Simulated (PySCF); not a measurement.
MoON: from structure and modes to constants

Method: UPBE0/[Mo def2-TZVP with ECP28, O def2-TZVP, N def2-TZVP], scalar-relativistic core potentials, density fitting, no spin–orbit coupling, PySCF.

The doublet minimum has Cs symmetry. Masses (u): Mo 97.90541, O 15.99492, N 14.00307.

```xyz
3
charge 0 multiplicity 2, angstrom
Mo    0.0281    0.0000   -0.2404
O    -1.3159    0.0000    0.7872
N     1.3067    0.0000    0.7831
```

Harmonic wavenumbers (cm⁻¹): 427.0 (a', ×1), 965.9 (a', ×1), 1119.9 (a', ×1).

Problem. Find the principal moments of inertia and the rotational constants. What kind of rotor is it?

Solution. About the centre of mass I = 23.858, 51.984, 75.841 u Å². With B = 16.8576/I this gives 0.7066, 0.3243, 0.2223 cm⁻¹. The molecule is an asymmetric top with κ = -0.58.

Problem. What is the harmonic zero-point energy?

Solution. Half the sum of all 3 wavenumbers, 2513/2 = 1256 cm⁻¹, which is 15.0 kJ/mol (1 cm⁻¹ = 0.0119627 kJ/mol).

Problem. Find the vibrational entropy and heat capacity at 298.15 K.

Solution. With u = 1.43878 ω/T, each mode gives S = R[u/(eᵘ−1) − ln(1−e⁻ᵘ)] and C = R u² eᵘ/(eᵘ−1)².
```tsv
ω (cm⁻¹)	u	S (J/(mol K))	C (J/(mol K))
427.0	2.060	3.63	5.91
965.9	4.661	0.45	1.74
1119.9	5.404	0.24	1.10
```
The sums over all modes are S = 4.3 and C = 8.7 J/(mol K); the softest mode gives 84 % of the entropy.

Problem. Give the standard entropy (298.15 K, 1 bar) by its translational, rotational, vibrational and spin parts, and Cp.

Solution. Sackur–Tetrode with M = 127.90 u gives 169.4; rotation with symmetry number 1 gives 96.1; vibration 4.3; spin R ln 2 = 5.8. The total is 275.6 J/(mol K), and Cp = 4 R + 8.7 = 42.0 J/(mol K).

This need not be the most stable arrangement of these atoms. Open d and f shells are described by one determinant, and the ground state may have another occupation or spin.
